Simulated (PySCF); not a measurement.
Computed shifts of a molecule C₄H₇BO, PBE0/pcSseg-1 (PySCF), GIAO, gas phase, equivalent atoms averaged, in ppm (number of nuclei): ¹³C: 87.3 (1), 78.9 (1), 16.0 (1), 6.1 (1). ¹H: 7.33 (1), 2.28 (1), 2.07 (2), 0.77 (3). References: ¹³C against TMS (σ = 186.3 ppm); ¹¹B against BF3 (σ = 88.8 ppm); ¹⁷O against H2O (σ = 334.2 ppm); ¹H against TMS (σ = 31.56 ppm), references at their B3LYP-D3(BJ)/def2-TZVP geometries, non-relativistic. Geometry: B3LYP-D3(BJ)/def2-SVP. Other conformers were not sampled.

Which structure fits?
A. COB1C=CC1
B. CB1CCC1=O
C. C=CB1CCO1
D. C#CCB(C)O

D, C#CCB(C)O
